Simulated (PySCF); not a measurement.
Al(H)2(SiH3) (AlH5Si), SMILES [AlH2][SiH3].

The structure is a stationary point at PBE0-D3(BJ)/def2-TZVP.

Calculation: PySCF with C-PCM-B3LYP/def2-SVP.

The values are the electrostatic part of the solvation free energy, E(continuum) − E(gas) at the gas-phase geometry, in a cavity of scaled van der Waals radii (PySCF's table); cavitation and dispersion terms are not included. A continuum can't describe solvent molecules that bind to the metal. In vacuum the orbital gap is 5.14 eV. The dipole moment in vacuum is 0.31 D.

Q: Estimate the values in water (ε = 78.36), benzene (ε = 2.27), methanol (ε = 32.61). (The exact figures need the calculation; the answer reports its results.)

A: 
```
solvent       ε  ΔG(elec) (kcal/mol)  dipole (D)  gap (eV)
--------  -----  -------------------  ----------  --------
water     78.36                 -4.4        0.46      5.53
benzene    2.27                 -2.4        0.39      5.35
methanol  32.61                 -4.3        0.46      5.52
```
